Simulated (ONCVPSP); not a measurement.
**Before and after: ONCV potential for phosphorus**

```
Element                 : phosphorus (P)
Generator               : ONCVPSP 4.0.1
Type                    : optimised norm-conserving Vanderbilt (ONCV)
Functional              : PW91
Relativity              : scalar-relativistic
Frozen core             : [He]
Valence charge          : 13
Reference configuration : 2s2 2p6 3s1 3p4
Partial waves           : 2s+3s: rc 0.85 bohr, ncon 5, nbas 10, qcut 10.6 1/bohr, 2 projectors; 2p+3p: rc 0.95 bohr, ncon 5, nbas 9, qcut 18.5 1/bohr, 2 projectors
Local potential         : polynomial inside 0.65 bohr (lpopt 3, dvloc0 0 Ha)
Core correction         : Teter function, fcfact 5.75, rcfact 1.55
```

All-electron outer shells of the reference configuration (PW91, scalar-relativistic, ld1.x):

```csv
shell,level (eV),outermost node (bohr),outermost maximum (bohr)
1s,-2086.62,–,0.07
2s,-175.59,0.14,0.42
2p,-126.19,–,0.36
3s,-14.72,0.65,1.56
3p,-6.11,0.64,1.81
```

Change: s: qcut 13.9.

Cutoffs: the cutoffs (Ha) at which the residual kinetic energy of the hardest occupied pseudo-wave falls to 1 and 0.1 mHa per electron; they do not see the model core or the augmentation charge, which bear on the density cutoff. Errors are all-electron minus pseudo energies relative to the spin-unpolarised reference configuration.

Task: How do hardness, ghosts and transferability respond?

Result: The potential gets neither clearly harder nor softer (119 Ha and 136 Ha → 119 Ha and 136 Ha); the p channel sets the loose cutoff, while the largest relative change is in s, which becomes harder; the errors of the 4 common tests hardly move; neither file shows a bound ghost.

```tsv
quantity	base	changed
cutoff, loose	119 Ha	119 Ha
cutoff, tight	136 Ha	136 Ha
loose cutoff by channel	s 35 Ha, p 119 Ha	s 65 Ha, p 119 Ha
bound ghosts	none	none
GHOST(+) flags under 300 eV	none	none
error for 2s2 2p6 3s2 3p3, meV [ΔE -8.54 eV]	+0.2	+0.1
error for 2s2 2p6 3s2 3p2, meV [ΔE 1.24 eV]	+1.6	+1.4
error for 2s2 2p6 3s2 3p1, meV [ΔE 20.44 eV]	+5.6	+5.3
error for 2s2 2p6 3s1 3p3, meV [ΔE 10.36 eV]	+0.3	+0.3
s: phases at 0.86 bohr within 0.05 rad from the reference energy up to (Ha; the scan ends near 5)	to the end of the scan	to the end of the scan
p: phases at 0.96 bohr within 0.05 rad from the reference energy up to (Ha; the scan ends near 5)	to the end of the scan	to the end of the scan
rms error of d²Exc/dni dnj with the model core, mHa	2.50	2.50
```
